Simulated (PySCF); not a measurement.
PySCF input (M06-2X/6-311+G**):

```python
from pyscf import gto, dft

mol = gto.M(
    atom='''
    N     0.22388800    1.42392500   -0.20708900
    B     0.13940900    0.07031500    0.05861100
    N     0.95879500   -0.82283000    0.72225800
    O    -1.12311700   -0.58582100   -0.50193300
    H    -0.55562800    2.03142600   -0.40170200
    H     1.08701500    1.92930000   -0.07916400
    H     0.97303900   -1.81855600    0.56974900
    H     1.71913900   -0.50629400    1.30374900
    H    -1.62810400   -0.20717700   -1.23923000
    H    -1.58635200   -1.30136900   -0.03717800
    ''',
    basis='6-311+g**',
    charge=1,
    spin=0,
    verbose=4,
)

mf = dft.RKS(mol, xc='m062x')
mf.grids.level = 4
mf.conv_tol = 1e-9
mf.max_cycle = 100
mf.max_memory = 1500
mf.kernel()
if not mf.converged:
    mf = mf.newton()
    mf.kernel(mf.make_rdm1())
mf.dip_moment()
```

From the output:

```
tot grids = 206368
init E= -213.853921587909
  HOMO = -0.318214026949949  LUMO = -0.0366659511889758  gap/eV = 7.66131
cycle= 1 E= -212.976633161207  delta_E= 0.877  |g|= 0.451  |ddm|= 2.26
  HOMO = -0.466810911609759  LUMO = -0.189673114224323  gap/eV = 7.54130
cycle= 2 E= -212.995593242024  delta_E= -0.019  |g|= 0.377  |ddm|= 0.522
  HOMO = -0.521790335959452  LUMO = -0.19103402032248  gap/eV = 9.00034
cycle= 3 E= -213.020843988245  delta_E= -0.0253  |g|= 0.0473  |ddm|= 0.197
  HOMO = -0.514734860410492  LUMO = -0.185963508579395  gap/eV = 8.94632
cycle= 4 E= -213.021306466277  delta_E= -0.000462  |g|= 0.0063  |ddm|= 0.0368
  HOMO = -0.514317417590078  LUMO = -0.185916187000089  gap/eV = 8.93625
cycle= 5 E= -213.021315262758  delta_E= -8.8e-06  |g|= 0.00255  |ddm|= 0.00694
  HOMO = -0.514281180803941  LUMO = -0.186054573220826  gap/eV = 8.93150
cycle= 6 E= -213.021316614345  delta_E= -1.35e-06  |g|= 0.00118  |ddm|= 0.00244
  HOMO = -0.514359346065874  LUMO = -0.186007906864113  gap/eV = 8.93490
cycle= 7 E= -213.021316867912  delta_E= -2.54e-07  |g|= 0.000227  |ddm|= 0.000724
  HOMO = -0.514329395127771  LUMO = -0.186003277866789  gap/eV = 8.93421
cycle= 8 E= -213.021316881417  delta_E= -1.35e-08  |g|= 5.96e-05  |ddm|= 0.000254
  HOMO = -0.514335779347331  LUMO = -0.186003526429104  gap/eV = 8.93438
cycle= 9 E= -213.021316882549  delta_E= -1.13e-09  |g|= 1.33e-05  |ddm|= 7.04e-05
  HOMO = -0.514335472540061  LUMO = -0.186002747711687  gap/eV = 8.93439
cycle= 10 E= -213.021316882591  delta_E= -4.17e-11  |g|= 5.82e-06  |ddm|= 1.61e-05
  HOMO = -0.514335095009908  LUMO = -0.186002713524594  gap/eV = 8.93438
Extra cycle  E= -213.021316882589  delta_E= 1.65e-12  |g|= 6.67e-06  |ddm|= 6.67e-06
converged SCF energy = -213.021316882589

WARN: System has nonzero charge 1; the dipole moment is origin-dependent.
Location of origin: [0. 0. 0.]

Dipole moment(X, Y, Z, Debye): -2.80014, -1.13989, -0.96850
```

The dipole moment of an ion depends on the origin.

The geometry given is a B3LYP-D3(BJ)/def2-TZVP minimum.
